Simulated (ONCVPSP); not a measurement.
# Reading a pseudo-wave (nickel)

Columns: radius, all-electron u(r) and pseudo u(r) of the 3p shell (level -75.62 eV) of nickel in the configuration [Ne] 3s2 3p6 3d8 4s1.5; PBEsol, scalar-relativistic, ONCV scheme, ONCVPSP 4.0.1.

```json
{"r (bohr)": "0.078", "all-electron": "-0.5012", "pseudo": "0.0455"}
{"r (bohr)": "0.155", "all-electron": "-0.6098", "pseudo": "0.1706"}
{"r (bohr)": "0.232", "all-electron": "-0.2510", "pseudo": "0.3583"}
{"r (bohr)": "0.310", "all-electron": "0.2456", "pseudo": "0.5859"}
{"r (bohr)": "0.388", "all-electron": "0.6787", "pseudo": "0.8136"}
{"r (bohr)": "0.465", "all-electron": "0.9782", "pseudo": "1.0056"}
{"r (bohr)": "0.542", "all-electron": "1.1493", "pseudo": "1.1442"}
{"r (bohr)": "0.620", "all-electron": "1.2168", "pseudo": "1.2132"}
{"r (bohr)": "0.698", "all-electron": "1.2081", "pseudo": "1.2077"}
{"r (bohr)": "0.775", "all-electron": "1.1517", "pseudo": "1.1514"}
{"r (bohr)": "0.852", "all-electron": "1.0675", "pseudo": "1.0673"}
{"r (bohr)": "0.930", "all-electron": "0.9685", "pseudo": "0.9683"}
{"r (bohr)": "1.008", "all-electron": "0.8654", "pseudo": "0.8652"}
{"r (bohr)": "1.085", "all-electron": "0.7658", "pseudo": "0.7656"}
{"r (bohr)": "1.162", "all-electron": "0.6717", "pseudo": "0.6716"}
{"r (bohr)": "1.240", "all-electron": "0.5842", "pseudo": "0.5841"}
{"r (bohr)": "1.318", "all-electron": "0.5053", "pseudo": "0.5052"}
{"r (bohr)": "1.395", "all-electron": "0.4358", "pseudo": "0.4358"}
{"r (bohr)": "1.472", "all-electron": "0.3747", "pseudo": "0.3746"}
{"r (bohr)": "1.550", "all-electron": "0.3204", "pseudo": "0.3203"}
{"r (bohr)": "1.628", "all-electron": "0.2734", "pseudo": "0.2733"}
{"r (bohr)": "1.705", "all-electron": "0.2332", "pseudo": "0.2331"}
{"r (bohr)": "1.782", "all-electron": "0.1986", "pseudo": "0.1986"}
{"r (bohr)": "1.860", "all-electron": "0.1685", "pseudo": "0.1685"}
{"r (bohr)": "1.938", "all-electron": "0.1428", "pseudo": "0.1428"}
{"r (bohr)": "2.015", "all-electron": "0.1211", "pseudo": "0.1211"}
```

Task: How many radial nodes do the two functions have?

Result: The all-electron 3p function has n − l − 1 = 1; the pseudo-wave has 0, since the states of the same l below it are removed with the core.

Task: At about which radius was the pseudo-wave matched?

Result: 0.75 bohr, where the columns begin to agree (steps of 0.08 bohr).

Task: Is the pseudo-wave norm-conserving?

Result: Yes: the ONCV scheme keeps the norm inside the radius equal to the all-electron one, which fixes the energy derivative of the logarithmic derivative at the level.
